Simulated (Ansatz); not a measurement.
Geometry optimisation, Ansatz 0.2.0, UKS PBE-D4/def2-SVP.

The input (input.yaml):

```yaml
crystal:
  periodic: [false, false, false]
  atoms:
    - { symbol: Zn, position_ang: [0.0, 0.0, 0.0] }
    - { symbol: Cl, position_ang: [0.0, 0.0, 2.49] }
    - { symbol: O, position_ang: [0.0, 0.0, -1.79] }
    - { symbol: H, position_ang: [0.2547, -0.9174, -2.1271] }
    - { symbol: Cl, position_ang: [0.0, 0.0, 4.83] }
magnetization:
  spin_polarized: true
  initial_magnetization: 1
basis:
  gaussian: { orbitals: def2-SVP }
hamiltonian:
  xc: pbe
  dispersion: d4
relax:
  f_tol: 0.15
  max_steps: 25
  restrain:
    - { distance: [1, 4], at: 2.04, k: 30.0 }
    - { distance: [0, 1], at: 3.44, k: 30.0 }
output:
  orbitals: {}
```

Command:

```bash
$ ansatz run input.yaml --threads 2 --pin off --max-ram 3072MiB --backend cpu --events-out ev --progress --plain --runs-dir out
```

Question: Where does it end, and by what steps?

Answer: The forces met the threshold. The restraints hold the end off the free minimum; the threshold counts their pulls, which the force column leaves out. Restrained pairs: Cl2–Cl5 (2.34 → 2.07 Å), Zn1–Cl2 (2.49 → 3.42 Å). After 6 steps the energy has risen by 1.079 eV (the restraints' own energy left out); Cl2 moved furthest, 0.61 Å.

| step | energy less start (eV) | largest force component (eV/Å) | accepted |
| --- | --- | --- | --- |
| 0 | 0.0000 | 2.463 | yes |
| 1 | 0.7599 | 3.805 | yes |
| 2 | 1.3767 | 5.228 | yes |
| 3 | 1.1709 | 2.598 | yes |
| 4 | 1.1010 | 1.348 | yes |
| 5 | 1.0872 | 1.367 | yes |
| 6 | 1.0795 | 1.376 | yes |

```xyz
5
Properties=species:S:1:pos:R:3
Zn -0.015 0.055 -0.324
Cl -0.008 0.030 3.100
O 0.013 -0.047 -2.143
H 0.266 -0.958 -2.400
Cl -0.001 0.002 5.170
```

Run time: 24 s on 2 threads of AMD EPYC 7R32 (Zen 2), with other jobs on the host, peak memory 0.22 GiB.
